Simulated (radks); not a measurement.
Species: Ba. Configuration: [Xe] 6s1 7f1 (not the ground configuration). Calculated with a radial shooting solver on a logarithmic mesh with Libxc functionals: scalar-relativistic Kohn-Sham, r2SCAN, spin-polarised, spherical densities, finite nucleus; open shells are filled with parallel spins first (spin-orbit coupling, left out, can overturn this in heavy ions); meta-GGA in the generalised Kohn-Sham scheme; Fermi nuclear charge, rms radius 4.8378 fm.

Normalised radial functions P(r) = r R(r), r in bohr:

| r | 5p up | 6s up |
|---|---|---|
| 0.00407 | 0.0066 | 0.0314 |
| 0.007239 | 0.0176 | 0.0430 |
| 0.01278 | 0.0439 | 0.0477 |
| 0.02255 | 0.0972 | 0.0291 |
| 0.03979 | 0.1702 | -0.0266 |
| 0.07021 | 0.1705 | -0.0772 |
| 0.1239 | -0.0599 | -0.0021 |
| 0.2187 | -0.2768 | 0.1134 |
| 0.3859 | 0.1661 | -0.0788 |
| 0.681 | 0.3303 | -0.0902 |
| 1.202 | -0.5904 | 0.2668 |
| 2.121 | -0.7267 | -0.0856 |
| 3.743 | -0.1750 | -0.5585 |
| 6.605 | -0.0085 | -0.2682 |
| 11.66 | 0.0000 | -0.0165 |
| 20.57 | 0.0000 | 0.0000 |
| 36.3 | 0.0000 | 0.0000 |
| 64.06 | 0.0000 | 0.0000 |
| 113 | 0.0000 | 0.0000 |

5p up: eigenvalue -24.131 eV, 3 radial nodes at r = 0.112, 0.334, 0.858 bohr, <r> = 1.92 bohr, 90 % of the charge inside 2.80 bohr. 6s up: eigenvalue -7.129 eV, 5 radial nodes at r = 0.0316, 0.125, 0.329, 0.777, 1.97 bohr, <r> = 4.38 bohr, 90 % of the charge inside 6.27 bohr.
